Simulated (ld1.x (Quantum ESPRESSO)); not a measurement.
# Which change was made? (N, TM)

nitrogen (N), norm-conserving Troullier–Martins (Kleinman–Bylander form), made with ld1.x (Quantum ESPRESSO) 7.5 (PBE, scalar-relativistic). Core [He], reference 2s2 2p1.5 (charge +1.5). Waves: 2s (bound): rc 0.85 bohr; 2p (bound): rc 2.30 bohr; 3d channel at 0.3 Ry: rc 1.80 bohr. Local part: all-electron potential smoothed inside 1.30 bohr (lloc = -1). Core correction: none.

Cutoffs, loose and tight: the cutoffs (Ry, on a coarse ladder) from which the occupation-weighted sum of valence levels, in a spherical-Bessel basis at the reference potential, stays within 10 and 1 mRy of its value at 400 Ry. They do not see the model core or the augmentation charge, which bear on the density cutoff. Test errors are all-electron minus pseudo excitation energies from the reference, over the configurations 2s2 2p3; 2s2 2p2; 2s2 2p1; 2s0 2p5; 2s1 2p0; 2s2 2p0; 2s2 2p2.5; variants that change the core or the reference have their own tests. The largest error is taken over the tests solved by every variant that gives reliable tests at all, those not shown here included: 2s1 2p0; 2s2 2p0; 2s2 2p1; 2s2 2p2; 2s2 2p2.5; 2s2 2p3.

The base gives: outcome: generated; cutoff, loose: 55 Ry; cutoff, tight: 140 Ry; bound ghosts: none; largest test error (meV): +2213.

(1) After one change the result is: outcome: generated; cutoff, loose: 55 Ry; cutoff, tight: 140 Ry; bound ghosts: none; largest test error (meV): +4148. Which change was it?
A. reference 2s2 2p3
B. wave 2p (bound): rc 2.30 bohr becomes 2p (bound): rc 1.88 bohr
C. wave 2s (bound): rc 0.85 bohr becomes 2s (bound): rc 0.52 bohr

Answers

(1) A. The others give: wave 2s (bound): rc 0.85 bohr becomes 2s (bound): rc 0.52 bohr → outcome: generated; cutoff, loose: over 300 Ry; cutoff, tight: over 300 Ry; bound ghosts: s; largest test error (meV): +2203 | wave 2p (bound): rc 2.30 bohr becomes 2p (bound): rc 1.88 bohr → outcome: generated; cutoff, loose: 55 Ry; cutoff, tight: 140 Ry; bound ghosts: none; largest test error (meV): +1278.
